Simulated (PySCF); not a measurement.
## AsN: energy against distance

Set-up: basis As def2-TZVPP, N def2-TZVPP; no relativity; PySCF 2.14. Energies in eV from As + N in their ground configurations at the same level. All curves are PBE0. state 1: triplet, unpaired electrons π ↑↑, a mixture of terms (⟨Lz²⟩ = 2.0), a second solution, started from another occupation; state 2: ⁵Σ⁺ (quintet), unpaired electrons π ↑↑↑↑, a second solution, started from another occupation.

```csv
R (Å),state 1,state 2
1.381,2.501,7.574
1.445,0.690,5.096
1.510,-0.536,3.249
1.558,-1.164,2.186
1.606,-1.597,1.343
1.654,-1.875,0.680
1.718,-2.059,0.022
1.799,-2.074,-0.523
1.895,-1.916,-0.884
2.024,-1.581,-1.036
```

Problem. Put a parabola through the three lowest points of the state 2 curve and estimate Re, k and ωe (reduced mass 11.8 u; 1 eV/Å² = 0.16022 mdyn/Å; ωe = 1302.8·√(k/μ) cm⁻¹).

Solution. Through R = 1.799, 1.895, 2.024 Å the second-order coefficient is 11.5 eV/Å², so Re ≈ 2.011 Å, k ≈ 3.68 mdyn/Å and ωe ≈ 727 cm⁻¹. A polynomial fit of higher order to the unrounded PBE0 energies gives Re = 2.032 Å, k = 2.11 mdyn/Å, ωe = 551 cm⁻¹; anharmonicity and rounding make the difference.

The higher-order fit for each curve: state 2: Re = 2.032 Å, ωe = 551 cm⁻¹, minimum 1.04 eV below the ground-state fragments. State 1 gave no clean fit.

⟨S²⟩ of the unrestricted solution departs from its pure value on part of the curve, where spin states mix. Spin–orbit coupling is left out.
